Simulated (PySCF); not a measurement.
Spectrum to structure. Theory: PySCF 2.14.0, density-fitted response routines, TDDFT CAM-B3LYP/def2-SVPD, vertical, gas phase, core orbitals frozen in the response. Geometries: GFN2-xTB, one conformer each.

| state | E (eV) | f | main configurations (H = HOMO, L = LUMO) |
| --- | --- | --- | --- |
| S1 | 4.75 | 0.068 | H→L (95%) |
| S2 | 5.20 | 0.067 | H-1→L (82%), H→L+3 (15%) |
| S3 | 5.35 | 0.0091 | H-2→L (97%) |
| S4 | 5.64 | 0.0006 | H→L+1 (42%), H→L+2 (34%), H→L+8 (9%) |
| S5 | 6.25 | 0.402 | H→L+3 (75%), H-1→L (12%) |
| S6 | 6.32 | 0.0018 | H→L+1 (42%), H→L+2 (31%), H→L+5 (20%) |
| S7 | 6.38 | 0.0022 | H-1→L+1 (44%), H-1→L+2 (28%), H-1→L+8 (11%) |
| S8 | 6.78 | 0.013 | H→L+7 (39%), H→L+5 (34%), H→L+2 (10%) |

Triplets computed (Tamm–Dancoff): 2.92, 4.14, 4.53 eV.

Question: Which candidate is it?
A. `c1pcc(C2CC2)s1`
B. `CC(C)PCC#N`
C. `CSc1cccpc1`

Answer: A. Its S1 lies at 4.75 eV; the nearest of the others has S1 at 4.28 eV. S1 is HOMO→LUMO (95%). Löwdin shares by element: HOMO carbon 41% or more, phosphorus 23%, sulfur 12% (atoms not listed hold the other 23%); LUMO carbon 36% or more, phosphorus 29%, sulfur 20% (atoms not listed hold the other 16%). At the same level the other candidates give, for their lowest levels:
- `CSc1cccpc1`: 4.28 eV (f 0.019); 4.87 eV (f 0.102); 5.09 eV (f 0.018); 5.48 eV (f 0.026); 5.57 eV (f 0.432); T1 3.07 eV; HOMO -7.49, LUMO -0.49 eV
- `CC(C)PCC#N`: 6.37 eV (f 0.062); 6.65 eV (f 0.077); 7.00 eV (f 0.115); 7.28 eV (f 0.006); 7.71 eV (f 0.048); T1 5.23 eV; HOMO -8.64, LUMO 0.85 eV

Conformer computed: `[cH:1]1[p:2][cH:3][c:4]([CH:5]2[CH2:6][CH2:7]2)[s:8]1`: C3–C4–C5–C6 149°.
